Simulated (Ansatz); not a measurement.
Correlation energies of C2H8ClFMoO4, SMILES `C[O][Mo]([OH])([OH])([F])([Cl])[O]C` by basis set

```xyz
17

C    -1.0539   -2.4987    0.8610
O    -0.3118   -1.3108    0.8803
Mo   -0.3135    0.1618   -0.1983
O    -0.5358    1.6504    0.9471
O    -0.3621   -1.0658   -1.6321
F    -2.2031    0.1598   -0.1012
Cl   -0.5396    1.7184   -2.0079
O     1.4513    0.5683   -0.0775
C     2.2515    1.7045    0.0565
H    -2.1106   -2.2641    1.0211
H    -0.9343   -2.9746   -0.1177
H    -0.6864   -3.1544    1.6519
H    -1.4105    2.0523    0.9667
H    -0.5881   -0.7314   -2.5060
H     1.7970    2.3730    0.7938
H     3.2499    1.3992    0.3742
H     2.3000    2.2119   -0.9118
```

The species carries charge 0 and has multiplicity 1. Correlated methods include outer-core shells of Mo, which these sets cover unevenly. Mo: def2 effective core potential. The structure was optimised at the PBE0-D4/def2-TZVP level. It is one conformer, not always the lowest. Frozen core, restricted reference, Ansatz 0.2.0.

```json
{"basis": "def2-SVP", "HF (Eh)": "-1005.81793", "MP2 corr.": "?", "CCSD corr.": "?", "(T)": "-0.07899", "CCSD(T) total": "?"}
{"basis": "def2-TZVPP", "HF (Eh)": "?", "MP2 corr.": "-2.39691", "CCSD corr.": "-2.35931", "(T)": "-0.12447", "CCSD(T) total": "?"}
{"basis": "def2-QZVPP", "HF (Eh)": "?", "MP2 corr.": "-2.58792", "CCSD corr.": "–", "(T)": "–", "CCSD(T) total": "–"}
```

Question: Fill in the withheld values. (Best estimate.)

Answer: The calculation gave: def2-SVP MP2 corr.: -1.83991; def2-SVP CCSD corr.: -1.82190; def2-SVP CCSD(T) total: -1007.71882; def2-TZVPP HF (Eh): -1006.60432; def2-TZVPP CCSD(T) total: -1009.08810; def2-QZVPP HF (Eh): -1006.64571.
